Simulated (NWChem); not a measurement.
Species: C$_{2}$H$_{4}$ClFSi; SMILES F/C([SiH3])=C\Cl

Program: NWChem. Medium grid unless said otherwise, to which SCAN and Minnesota functionals are sensitive. Coordinates come from a B3LYP/6-31G* (spherical d) optimisation. B3LYP is NWChem's, with the RPA form of VWN correlation. Total energies of different functionals are on different scales.

| level | energy (Ha) | highest occupied level (eV) | orbital gap (eV) | dipole (D) |
|---|---|---|---|---|
| PBE/def2-TZVP | -927.6768 | -6.33 | 4.68 | 1.85 |
| B3LYP/def2-TZVP | -928.2523 | ___ | ___ | ___ |
| M06-2X/def2-TZVP | -928.1026 | -8.74 | 8.95 | 2.29 |
| BLYP/def2-TZVP | -928.1663 | -6.18 | 4.68 | 1.87 |
| Hartree-Fock/def2-TZVP | -925.9916 | -10.21 | 13.26 | 2.47 |
| CAM-B3LYP/def2-TZVP | -928.1648 | -8.85 | 9.28 | 2.18 |

Problem. What belongs in the gaps?

Solution. 
- B3LYP/def2-TZVP, highest occupied level (eV): -7.31
- B3LYP/def2-TZVP, orbital gap (eV): 6.39
- B3LYP/def2-TZVP, dipole (D): 2.06
